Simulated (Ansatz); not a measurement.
Start from `C[SiH2]C(O)(F)F` and change one atom or group to get `O[SiH2]C(O)(F)F`.

Ansatz, PBE0-D4/def2-TZVP geometries, multiplicity 1. Each molecule was computed in one conformer, which needn't be the lowest.

| property | `C[SiH2]C(O)(F)F` |
| --- | --- |
| LUMO energy (ωB97M-V/def2-TZVPP) / eV | 2.09 |
| LUMO energy (B3LYP/def2-TZVPP) / eV | 0.30 |
| HOMO–LUMO gap (PBE/def2-TZVPP) / eV | 7.29 |
| HOMO–LUMO gap (B3LYP/def2-TZVPP) / eV | 9.16 |
| size of the dipole moment (ωB97M-V/def2-TZVPP) / D | 1.48 |
| size of the dipole moment (B3LYP/def2-TZVPP) / D | 1.47 |

Task: Give the same properties after the change, and the shifts. (Best estimate.)

Result: Ansatz gave: 
```tsv
property	`O[SiH2]C(O)(F)F`	shift
LUMO energy (ωB97M-V/def2-TZVPP) / eV	1.65	-0.44
LUMO energy (B3LYP/def2-TZVPP) / eV	-0.30	-0.60
HOMO–LUMO gap (PBE/def2-TZVPP) / eV	6.41	-0.88
HOMO–LUMO gap (B3LYP/def2-TZVPP) / eV	8.39	-0.77
size of the dipole moment (ωB97M-V/def2-TZVPP) / D	0.85	-0.63
size of the dipole moment (B3LYP/def2-TZVPP) / D	0.84	-0.63
```

With PBE0 the HOMO rises by 0.17 eV and the LUMO falls by 0.59 eV, so the gap narrows by about 0.76 eV. PBE moves the HOMO by 0.21 eV and ωB97M-V by 0.14 eV. Dipoles are sizes alone; their direction can turn.

B3LYP here is the variant with VWN-RPA as its local correlation; programs differ in this.
